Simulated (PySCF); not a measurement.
Computed IR spectrum (relative IR intensity) of a molecule C3H7NSi. Coordinates come from a PBE-D3(BJ)/def2-SVP optimisation. The values are those of a single conformer. These are PBE-D3(BJ)/def2-SVP run with PySCF 2.14.0 values and carry that method's errors. Frequencies are harmonic and unscaled.

Lines under 2 % of the strongest are left out, and lines within 2 cm⁻¹ are merged.

```json
[
 {"ν (cm⁻¹)": "128", "relative intensity": "4.9"},
 {"ν (cm⁻¹)": "190", "relative intensity": "4.4"},
 {"ν (cm⁻¹)": "289", "relative intensity": "3.2"},
 {"ν (cm⁻¹)": "473", "relative intensity": "3.1"},
 {"ν (cm⁻¹)": "514", "relative intensity": "8.7"},
 {"ν (cm⁻¹)": "562", "relative intensity": "3.0"},
 {"ν (cm⁻¹)": "612", "relative intensity": "6.7"},
 {"ν (cm⁻¹)": "694", "relative intensity": "14"},
 {"ν (cm⁻¹)": "743", "relative intensity": "65"},
 {"ν (cm⁻¹)": "784", "relative intensity": "15"},
 {"ν (cm⁻¹)": "890", "relative intensity": "37"},
 {"ν (cm⁻¹)": "913", "relative intensity": "44"},
 {"ν (cm⁻¹)": "999", "relative intensity": "5.9"},
 {"ν (cm⁻¹)": "1124", "relative intensity": "4.0"},
 {"ν (cm⁻¹)": "1205", "relative intensity": "6.4"},
 {"ν (cm⁻¹)": "1330", "relative intensity": "9.0"},
 {"ν (cm⁻¹)": "1386", "relative intensity": "10"},
 {"ν (cm⁻¹)": "1389", "relative intensity": "8.8"},
 {"ν (cm⁻¹)": "1601", "relative intensity": "27"},
 {"ν (cm⁻¹)": "2122", "relative intensity": "100"},
 {"ν (cm⁻¹)": "2139", "relative intensity": "91"},
 {"ν (cm⁻¹)": "2962", "relative intensity": "7.9"},
 {"ν (cm⁻¹)": "2990", "relative intensity": "15"},
 {"ν (cm⁻¹)": "3044", "relative intensity": "7.3"},
 {"ν (cm⁻¹)": "3073", "relative intensity": "4.6"}
]
```

Which molecule gave these data?
A) C=C=CN[SiH3]
B) C[C@@H]1N=C[SiH2]1
C) C#C[Si@@H](C)N
D) CC1=NC[SiH2]1

D, CC1=NC[SiH2]1
